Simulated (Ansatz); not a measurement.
Ansatz (an electronic-structure program) input (CCSD(T)/aug-cc-pVDZ):

Ansatz 0.2 input:
```yaml
crystal:
  periodic: [false, false, false]
  atoms:
    - {symbol: Ge, position_ang: [-0.00000000, -0.00000000, -1.20333039]}
    - {symbol: Ge, position_ang: [0.00000000, 0.00000000, 1.20333039]}
basis:
  gaussian:
    orbitals: aug-cc-pVDZ
magnetization: {spin_polarized: true, initial_magnetization: 2}
correlation: {method: ccsd_t, electrons: outside_noble_gas}
output: {forces: true}
```

Output:

```
Functional definition: HF
integrals: 0.09 GiB planned
823 factors; integrals over basis functions are off by at most 5.8e-4 eV
mean field: 0.33 GiB planned
mean field evaluation 1: about -112943.4770 eV, gradient 4.5e0 eV
mean field evaluation 2: about -112943.4773 eV, gradient 4.5e0 eV
mean field evaluation 4: about -112943.8333 eV, gradient 4.7e-1 eV
mean field evaluation 8: about -112943.8383 eV, gradient 3.1e-2 eV
mean field evaluation 16: about -112943.8383 eV, gradient 2.7e-5 eV
mean field evaluation 32: about -112944.1761 eV, gradient 1.5e-5 eV
mean field evaluation 64: about -112943.8383 eV, gradient 2.2e-5 eV
mean field evaluation 96: about -112944.4832 eV, gradient 8.8e-1 eV
mean field evaluation 128: about -112943.2097 eV, gradient 4.6e-4 eV
mean field evaluation 160: about -112941.7799 eV, gradient 4.9e-4 eV
mean field evaluation 192: about -112941.2223 eV, gradient 6.7e-3 eV
mean field evaluation 224: about -112944.5026 eV, gradient 1.3e-1 eV
mean field evaluation 256: about -112943.2097 eV, gradient 2.1e-2 eV
mean field evaluation 288: about -112942.6276 eV, gradient 2.2e0 eV
mean field evaluation 320: about -112941.4419 eV, gradient 7.0e-2 eV
mean field evaluation 352: about -112941.4695 eV, gradient 6.4e-2 eV
mean field evaluation 384: about -112941.2139 eV, gradient 5.6e-1 eV
mean field evaluation 416: about -112941.0355 eV, gradient 2.3e-3 eV
mean field evaluation 448: about -112940.8217 eV, gradient 1.7e-3 eV
mean field evaluation 480: about -112943.2097 eV, gradient 2.3e-3 eV
mean field evaluation 512: about -112942.3955 eV, gradient 4.0e0 eV
mean field evaluation 544: about -112941.7777 eV, gradient 2.9e-1 eV
mean field evaluation 576: about -112941.4661 eV, gradient 3.6e-1 eV
mean field evaluation 608: about -112941.0752 eV, gradient 3.0e0 eV
mean field evaluation 640: about -112941.4696 eV, gradient 2.3e-4 eV
mean field evaluation 672: about -112943.2097 eV, gradient 4.6e-4 eV
mean field -112944.50296726 eV, -4150.6339275131 hartree, gradient 1.5e-6 eV, S^2 2.012515; 23 other end points of the search recorded, 0 dependent functions left out
determinant -112944.50296726 eV, -4150.6339275131 hartree, with singles and doubles -112948.59887818 eV, -4150.7844494632 hartree
determinant -112944.17612126 eV, -4150.6219161440 hartree, with singles and doubles -112948.29286378 eV, -4150.7732036412 hartree
determinant -112943.83830185 eV, -4150.6095015098 hartree, with singles and doubles -112948.35869782 eV, -4150.7756229977 hartree
determinant -112943.20974861 eV, -4150.5864026041 hartree, with singles and doubles -112946.78664733 eV, -4150.7178512078 hartree
determinant -112943.18142608 eV, -4150.5853617705 hartree, with singles and doubles -112946.67672425 eV, -4150.7138116089 hartree
determinant -112942.71819587 eV, -4150.5683383743 hartree, with singles and doubles -112946.42265528 eV, -4150.7044747467 hartree
determinant -112941.77989744 eV, -4150.5338565428 hartree, with singles and doubles -112945.78357297 eV, -4150.6809889048 hartree
determinant -112941.46959672 eV, -4150.5224532017 hartree, with singles and doubles -112945.93076356 eV, -4150.6863980595 hartree
determinant -112941.44187758 eV, -4150.5214345422 hartree, with singles and doubles -112945.91826620 eV, -4150.6859387898 hartree
determinant -112941.25930607 eV, -4150.5147251629 hartree, with singles and doubles -112946.44505608 eV, -4150.7052979607 hartree
determinant -112941.22229550 eV, -4150.5133650497 hartree, with singles and doubles -112946.40170318 eV, -4150.7037047712 hartree
determinant -112941.03551707 eV, -4150.5065010687 hartree, with singles and doubles -112945.99565338 eV, -4150.6887827160 hartree
determinant -112944.50296726 eV, -4150.6339275131 hartree, with singles and doubles -112948.59553543 eV, -4150.7843266193 hartree
determinant -112944.17612126 eV, -4150.6219161440 hartree, with singles and doubles -112948.31999298 eV, -4150.7742006209 hartree
determinant -112943.83830185 eV, -4150.6095015098 hartree, with singles and doubles -112948.35500010 eV, -4150.7754871090 hartree
28 core orbitals not correlated
reference -112944.50296726 eV, -4150.6339275131 hartree; 5, 3 occupied and 39, 41 virtual orbitals, 823 factors
densities: 0.25 GiB planned
second order -3.32558784 eV of doubles, -0.00000000 eV of singles
coupled cluster: 0.18 GiB planned
cycle   1  -4.09256766 eV  change    5.1e-7 eV  update   2.0e-6
cycle   2  -4.09256711 eV  change    5.6e-7 eV  update   1.2e-6
cycle   3  -4.09256704 eV  change    7.0e-8 eV  update   4.7e-7
cycle   4  -4.09256710 eV  change   -6.3e-8 eV  update   2.3e-7
cycle   5  -4.09256713 eV  change   -3.3e-8 eV  update   1.2e-7
perturbative correction -0.19500316 eV, -0.0071662341 hartree
the calculation of the forces begins
Total energy: -112948.79053756 eV, -4150.7914928152 hartree
Atom 0 at    -0.000000    -0.000000    -1.203330 Å, force     0.000000    -0.000000    -0.237360 eV/Å
Atom 1 at     0.000000     0.000000     1.203330 Å, force    -0.000000     0.000000     0.237360 eV/Å
Dipole moment:     0.000000    -0.000000     0.000000 e Å
```
